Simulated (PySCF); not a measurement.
**Field gradients at the hydrogen positions**

Compound: C₈H₁₃FSi₂.
Geometry (PBE0-D3(BJ)/def2-SVP, Å), atoms numbered from 1 in this order:
```
atom  x, y, z in Å
F1    -5.3549    0.8432   -0.1919
C2    -4.1022    0.3950   -0.2173
C3    -3.0556    1.2996   -0.0975
C4    -1.7476    0.8198   -0.1290
C5    -1.4708   -0.5476   -0.2769
Si6    0.2941   -1.1943   -0.3459
C7     1.5464    0.1616    0.0441
C8     3.0016   -0.3193   -0.0136
Si9    4.2564    1.0463    0.3405
C10   -2.5600   -1.4272   -0.3906
C11   -3.8734   -0.9687   -0.3626
H12   -3.2770    2.3622    0.0185
H13   -0.9298    1.5399   -0.0325
H14    0.4512   -2.3234    0.6268
H15    0.5813   -1.7513   -1.7079
H16    1.3111    0.5703    1.0431
H17    1.3861    0.9921   -0.6666
H18    3.1705   -1.1407    0.7045
H19    3.2339   -0.7407   -1.0078
H20    4.1024    2.1487   -0.6604
H21    5.6577    0.5272    0.2699
H22    4.0246    1.6199    1.7038
H23   -2.3859   -2.5018   -0.5029
H24   -4.7238   -1.6475   -0.4508
```

Level: PBE0/pcSseg-1 (PySCF, non-relativistic); Q(2H) = 0.00286 b; rigid geometry, the same for H and D, with no vibrational averaging.

Problem. Rank these positions by the coupling χzz of a deuteron there, largest first.
A. H13 (aromatic hydrogen)
B. H22 (Si–H hydrogen)
C. H16 (methylene hydrogen)

Solution. A (201 kHz), C (193 kHz), B (94 kHz).

Problem. What are Vzz, η and χzz (234.96 MHz × Q × Vzz) at all hydrogens?

Solution. 
```tsv
atom	bonded to	bond length (Å)	Vzz (au)	η	χzz (kHz)
H12	C3	1.092	0.3054	0.07	205
H13	C4	1.094	0.2996	0.07	201
H14	Si6	1.499	0.1380	0.03	93
H15	Si6	1.499	0.1378	0.03	93
H16	C7	1.105	0.2867	0.04	193
H17	C7	1.105	0.2867	0.04	193
H18	C8	1.104	0.2879	0.04	193
H19	C8	1.105	0.2868	0.04	193
H20	Si9	1.497	0.1392	0.02	94
H21	Si9	1.496	0.1395	0.01	94
H22	Si9	1.497	0.1391	0.02	94
H23	C10	1.094	0.2984	0.08	200
H24	C11	1.092	0.3052	0.07	205
```

Problem. Average by the element that carries the hydrogen.

Solution. on C: 198 kHz over 8 positions, mean bond length 1.099 Å; on Si: 93 kHz over 5 positions, mean bond length 1.498 Å.

Problem. A static deuteron (I = 1) shows a doublet split by (3/2)χ, (3/4)χ(1 + η) and (3/4)χ(1 − η) with the field along z, y and x of the gradient. What are these for H18?

Solution. With |χ| = 193.4 kHz and η = 0.037: 290, 150 and 140 kHz, to first order and without motion.

Isolated species at its PBE0-D3(BJ)/def2-SVP geometry (one conformer only). With so small a basis the couplings can be 20 % off.
